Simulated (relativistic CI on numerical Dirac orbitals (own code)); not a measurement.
Magnetism of Rh⁺, 4d8, in a crystal field

Calculated by Dirac-Coulomb-Breit CI, separate exchange-only KLI orbitals for each configuration, model QED (radiative potential, 1s self-energy scaled to tabulated hydrogen-like ionisation energies), valence Slater integrals scaled by 0.8, one configuration in a parametric crystal field (own radial code).

Field parameters in Wybourne normalisation: Oh B⁴₀ = 21Dq, B⁴₄ = √(5/14) B⁴₀. The field is a parameter set, without covalency.

S is read from ⟨S²⟩ = S(S + 1).

Powder χT (cm³ K mol⁻¹) by Van Vleck's formula, with temperature-independent terms:

```csv
Field,2 K,5 K,10 K,20 K,50 K,100 K,200 K,300 K
"Oh, 10Dq = 3450 cm⁻¹",2.03,2.03,2.03,2.04,2.05,2.08,2.14,2.2
"Oh, 10Dq = 6200 cm⁻¹",1.66,1.66,1.66,1.66,1.67,1.69,1.72,1.75
"Oh, 10Dq = 8950 cm⁻¹",1.47,1.47,1.47,1.47,1.48,1.49,1.52,1.54
"Oh, 10Dq = 11700 cm⁻¹",1.37,1.37,1.37,1.37,1.37,1.38,1.4,1.42
"Oh, 10Dq = 14450 cm⁻¹",1.3,1.3,1.3,1.3,1.3,1.31,1.33,1.34
"Oh, 10Dq = 17200 cm⁻¹",1.25,1.25,1.25,1.25,1.26,1.26,1.28,1.29
"Oh, 10Dq = 19950 cm⁻¹",1.22,1.22,1.22,1.22,1.22,1.23,1.24,1.25
"Oh, 10Dq = 22750 cm⁻¹",1.19,1.19,1.19,1.19,1.2,1.2,1.21,1.22
```

(1) For Oh, 10Dq = 6200 cm⁻¹: what effective moment follows at 300 K?

## Answers

(1) μ_eff = √(8χT) = 3.74 μB. The ground level has S = 1.00; the spin-only moment for S = 1 is 2.83 μB. The difference comes from the orbital moment, spin-orbit mixing of terms and temperature-independent paramagnetism, all larger in this ionic model than in covalent complexes.
